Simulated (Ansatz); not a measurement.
`[GeH3][TeH]` + `C=CCl` → `C=C(Cl)[TeH]` + GeH₄ at 500 K and 1 bar (formal exchange of groups at a Te–Ge bond).

Calculated with Ansatz (gas phase, PBE0-D4/def2-TZVP geometries, no zero-point term in ΔE). CCSD(T)/CBS is the MP2 limit (def2-TZVPP, def2-QZVPP) plus CCSD(T) − MP2 in def2-TZVPP, frozen cores. This one scheme is used for every species. def2 core potentials past Kr. For Ge, Te outer-core shells are correlated without core-valence functions, which leaves a few kJ/mol of doubt a bond. Scalar relativity is left out up to krypton.

| species | CCSD(T)/CBS energy (Eh) | H − E (kJ/mol) | S (J/(mol·K)) |
| --- | --- | --- | --- |
| `[GeH3][TeH]` | -2346.24724 | 110.0 | 352.4 |
| `C=CCl` | -537.65823 | 136.9 | 295.8 |
| `C=C(Cl)[TeH]` | -805.37257 | 139.2 | 375.7 |
| GeH₄ | -2078.49493 | 99.4 | 244.6 |

H − E and S are ideal-gas, rigid-rotor, harmonic terms from PBE0-D4/def2-TZVP, for one conformer and one mirror image of each species. 1 Eh = 2625.50 kJ/mol, R = 8.31446 J/(mol·K).

Q: By hand: ΔE, ΔH, ΔS and ΔG.

A: ΔE = (-805.37257) + (-2078.49493) − (-2346.24724) − (-537.65823) = 0.03797 Eh = 99.7 kJ/mol. Δ(H − E) = 139.2 + 99.4 − 110.0 − 136.9 = -8.3, so ΔH = 91.4 kJ/mol. ΔS = 375.7 + 244.6 − 352.4 − 295.8 = -27.9 J/(mol·K). ΔG = 91.4 − 500 × (-27.9)/1000 = 105.4 kJ/mol.

Q: By hand: the equilibrium constant, and the temperature at which ΔG would vanish if ΔH and ΔS stayed fixed.

A: log₁₀ K = −ΔG/(RT ln 10) = -11.0. ΔH and −TΔS have one sign here, so there is no such temperature.

ΔH outweighs TΔS. A doubt of 5 kJ/mol in ΔE shifts log₁₀ K by 0.5 here. Other conformers and mirror images would add mixing entropy, several J/(mol·K) or more a flexible species. These are equilibria of isolated gas molecules and say nothing of rates. Largest T1 diagnostic: 0.012 (customary marks: 0.02 for closed shells, 0.045 for open ones).
